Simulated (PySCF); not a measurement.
PySCF input file for Cl3FTi, SMILES [F][Ti]([Cl])([Cl])[Cl], multiplicity 1, IEF-PCM-M06-2X/def2-SVP. The structure is a stationary point at ωB97X-D3(BJ)/def2-SVP. The spin state was assumed, not searched.

```python
import numpy as np
from pyscf import gto, scf, dft
from pyscf.solvent import pcm

mol = gto.M(
    atom='''
    F    -0.00000001    0.00000000    1.96474060
    Ti    0.00000000    0.00000000    0.25185562
    Cl   -1.76028794   -1.01630272   -0.45536253
    Cl    1.76028794   -1.01630271   -0.45536253
    Cl    0.00000000    2.03260542   -0.45536253
    ''',
    basis='def2-SVP',
    charge=0,
    spin=0,
    max_memory=1600,
    verbose=3,
)
mf = dft.RKS(mol, xc='m06-2x').density_fit(auxbasis='def2-universal-jkfit')
mf.grids.level = 4
mf.conv_tol = 1e-9
mf.max_cycle = 100
mf.kernel()
res = {}
for name, eps in {'water': 78.355, 'ethylethanoate': 5.9867, '2-propanol': 19.264}.items():
    s = mf.PCM()
    s.with_solvent.method, s.with_solvent.eps, s.with_solvent.lebedev_order = 'IEF-PCM', eps, 29
    s.kernel(mf.make_rdm1())
    res[name] = (s.e_tot, eps, s.dip_moment(), s.mo_energy, s.converged)
    print(f'{name}: electrostatic solvation free energy {(s.e_tot - mf.e_tot) * 627.509474:.3f} kcal/mol')
```

It prints:

```
converged SCF energy = -2329.43650495549

WARN: PCM is an experimental feature. It is still in testing.
Features and APIs may be changed in the future.

converged SCF energy = -2329.43899519637
Dipole moment(X, Y, Z, Debye):  0.00000,  0.00022, -0.22242
water: electrostatic solvation free energy -1.563 kcal/mol

WARN: PCM is an experimental feature. It is still in testing.
Features and APIs may be changed in the future.

converged SCF energy = -2329.4383789181
Dipole moment(X, Y, Z, Debye):  0.00000,  0.00008, -0.23150
ethylethanoate: electrostatic solvation free energy -1.176 kcal/mol

WARN: PCM is an experimental feature. It is still in testing.
Features and APIs may be changed in the future.

converged SCF energy = -2329.43882514056
Dipole moment(X, Y, Z, Debye):  0.00000,  0.00016, -0.22518
2-propanol: electrostatic solvation free energy -1.456 kcal/mol
```

Self-consistency was reached.
